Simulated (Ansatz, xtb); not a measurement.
Ranking isomers of C5H3N3O

11 gas-phase structures of C5H3N3O, from a drawn sample of its isomers (lower ones may exist). Each was relaxed with GFN2-xTB; where two conformers were screened, the lower at r2SCAN-D4/def2-SVP is listed:

A. `N#Cn1cncc1C=O`, a singlet
B. `N#Cc1cn(C=O)cn1`, a singlet
C. `N#Cn1cnc(C=O)c1`, a singlet
D. `N#Cc1c[nH]c(C=O)n1`, a singlet
E. `N#Cc1nc[nH]c1C=O`, a singlet
F. `N#Cc1nccn1C=O`, a singlet
G. `N#Cc1ncc(C=O)[nH]1`, a singlet
H. `N#Cc1[nH]cnc1C=O`, a singlet
I. `N#Cn1ccnc1C=O`, a singlet
J. `N#Cc1cncn1C=O`, a singlet
K. `N#Cc1cnc(C=O)[nH]1`, a singlet

Question: Which do you expect lowest at r2SCAN-D4/def2-SVP, and how would the others follow?

Answer: Calculated order at r2SCAN-D4/def2-SVP: D (0.000), E (0.007), K (0.016), G (0.103), J (0.137), H (0.139), B (0.144), F (0.207), A (0.852), I (0.856), C (0.877) eV. Less than 1 kcal/mol parts D and E; E and K; G and J; J and H; H and B; A and I; I and C, so the order within those pairs means little.

Energies above the lowest of each column, in eV; the last columns are at B3LYP-D3(BJ)/def2-SVP geometries and were run for some of them only (a dash: not run or not comparable):

| structure | GFN2-xTB | HF/STO-3G | r2SCAN-D4/def2-SVP | B3LYP-D3(BJ)/def2-SVP | CCSD(T)/def2-SVP + ΔMP2/def2-TZVPP |
| --- | --- | --- | --- | --- | --- |
| D | 0.316 | 0.087 | 0.000 | 0.001 | 0.000 |
| E | 0.267 | 0.124 | 0.007 | 0.000 | 0.003 |
| K | 0.285 | 0.180 | 0.016 | 0.024 | 0.050 |
| G | 0.339 | 0.240 | 0.103 | 0.105 | 0.124 |
| J | 0.000 | 0.088 | 0.137 | 0.105 | 0.108 |
| H | 0.355 | 0.203 | 0.139 | 0.128 | 0.149 |
| B | 0.057 | 0.000 | 0.144 | – | – |
| F | 0.085 | 0.131 | 0.207 | – | – |
| A | 0.245 | 0.794 | 0.852 | – | – |
| I | 0.274 | 0.781 | 0.856 | – | – |
| C | 0.256 | 0.717 | 0.877 | – | – |

CCSD(T)/def2-SVP + ΔMP2/def2-TZVPP puts D lowest of those it was run on, with E within 1 kcal/mol; GFN2-xTB picks J, HF/STO-3G picks B. CCSD(T)/def2-SVP + ΔMP2/def2-TZVPP orders those it was run on as D (0.000), E (0.003), K (0.050), J (0.108), G (0.124), H (0.149) eV. Less than 1 kcal/mol parts D and E; J and G; G and H, so the order within those pairs means little. Flexible structures stand in one conformer each, not always the lowest. Frequencies (GFN2-xTB) were run for D, E, G, H, J, K alone. ΔMP2 is the change of the MP2 energy from the smaller to the larger basis.

Over these structures GFN2-xTB departs from r2SCAN-D4/def2-SVP by 0.307 eV on average once a common shift is removed. A GFN2-xTB relaxation took about 0.066 s and the r2SCAN-D4/def2-SVP energy about 3.6 s on a shared host (Ansatz 0.2.0, xtb 6.7.1).
